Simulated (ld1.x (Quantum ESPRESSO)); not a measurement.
## An all-electron radial function and its pseudo partner (Re)

Columns: radius, all-electron u(r) and pseudo u(r) of the 6p shell (level -6.93 eV) of rhenium in the configuration [Xe] 4f14 5d5 6s1 6p0; PBEsol, scalar-relativistic, PAW scheme, ld1.x (Quantum ESPRESSO) 7.5.

| r (bohr) | all-electron | pseudo |
| --- | --- | --- |
| 0.148 | -0.1055 | 0.0027 |
| 0.295 | 0.1155 | 0.0108 |
| 0.443 | 0.1176 | 0.0242 |
| 0.590 | -0.0522 | 0.0425 |
| 0.738 | -0.1971 | 0.0659 |
| 0.885 | -0.2585 | 0.0935 |
| 1.033 | -0.2462 | 0.1254 |
| 1.180 | -0.1849 | 0.1606 |
| 1.328 | -0.0963 | 0.1989 |
| 1.475 | 0.0023 | 0.2392 |
| 1.623 | 0.1018 | 0.2812 |
| 1.770 | 0.1945 | 0.3234 |
| 1.918 | 0.2786 | 0.3656 |
| 2.065 | 0.3513 | 0.4062 |
| 2.213 | 0.4133 | 0.4447 |
| 2.360 | 0.4638 | 0.4798 |
| 2.508 | 0.5043 | 0.5109 |
| 2.655 | 0.5349 | 0.5369 |
| 2.802 | 0.5569 | 0.5572 |
| 2.950 | 0.5713 | 0.5713 |
| 3.098 | 0.5787 | 0.5787 |
| 3.245 | 0.5801 | 0.5801 |
| 3.393 | 0.5765 | 0.5765 |
| 3.540 | 0.5686 | 0.5686 |
| 3.688 | 0.5572 | 0.5572 |
| 3.835 | 0.5432 | 0.5432 |

(1) How many radial nodes do the two functions have?

(2) At about which radius was the pseudo-wave matched?

(3) Is the pseudo-wave norm-conserving?

Results:

(1) The all-electron 6p function has n − l − 1 = 4 (the table is too coarse to show those close to the nucleus); the pseudo-wave has 0, since the states of the same l below it are removed with the core.

(2) 2.95 bohr. The columns agree to 0.0005 from 2.80 bohr on; several derivatives are matched, so the curves merge somewhat inside the radius.

(3) No, it belongs to a PAW set: the norm inside the radius is not constrained, and the difference is carried by the augmentation charge.
